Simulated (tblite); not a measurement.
Compound: C8H9 (charge +1).
SMILES with atom numbers: `[CH:1]#[C:2][C+:3]([CH3:4])/[CH:5]=[CH:6]\[CH:7]=[CH2:8]` (hydrogens: H9 on C1; H10, H11, H12 on C4; H13 on C5; H14 on C6; H15 on C7; H16, H17 on C8)

Structure used (GFN2-xTB), in Å, numbered top down from 1:
```
atom  x, y, z in Å
C1    -1.164    2.316    0.312
C2    -1.120    1.112    0.222
C3    -1.227   -0.275    0.099
C4    -2.596   -0.780   -0.101
C5    -0.150   -1.163    0.148
C6     1.193   -0.896    0.334
C7     1.829    0.351    0.545
C8     3.167    0.426    0.704
H9    -1.160    3.366    0.395
H10   -3.255   -0.405    0.686
H11   -3.006   -0.372   -1.029
H12   -2.639   -1.865   -0.133
H13   -0.414   -2.206    0.019
H14    1.851   -1.759    0.323
H15    1.228    1.247    0.577
H16    3.664    1.369    0.864
H17    3.793   -0.452    0.675
```

Method: GFN2-xTB as coded in tblite; computed harmonic values from a numerical Hessian at the method's own geometry, unscaled. This tight-binding method is rough: wavenumbers can miss measured ones by several per cent, in bad cases by 10 to 20. One conformer, not necessarily the lowest. The optimisation stopped once no atom felt more than 0.01 eV/Å.

Lowest wavenumbers of the output (negative numbers stand for imaginary wavenumbers):
```
mode    cm-1
  1     -24.1
  2      39.1
  3      95.6
  4     140.0
  5     181.0
  6     227.4
  7     289.0
  8     310.6
```

**Question.** Is this structure a minimum?

**Answer.** Not by this Hessian. 1 mode is imaginary beyond 20i (24i cm⁻¹), so at this level the point lies at or near a first-order saddle. The curvature is small, so loose convergence or finite differences may be the whole cause.

**Question.** Which atoms move in the imaginary mode?

**Answer.** 24i: H12 (methyl hydrogen) 22 %, H11 (methyl hydrogen) 19 %, H10 (methyl hydrogen) 17 %. These are shares of the mass-weighted motion.

**Question.** What is the remedy?

**Answer.** Step along that mode in both directions, optimise again with tighter thresholds and repeat the frequencies. The zero-point energy of this point (84.3 kcal/mol) counts the 44 real modes alone, and thermal corrections from it aren't those of a minimum.
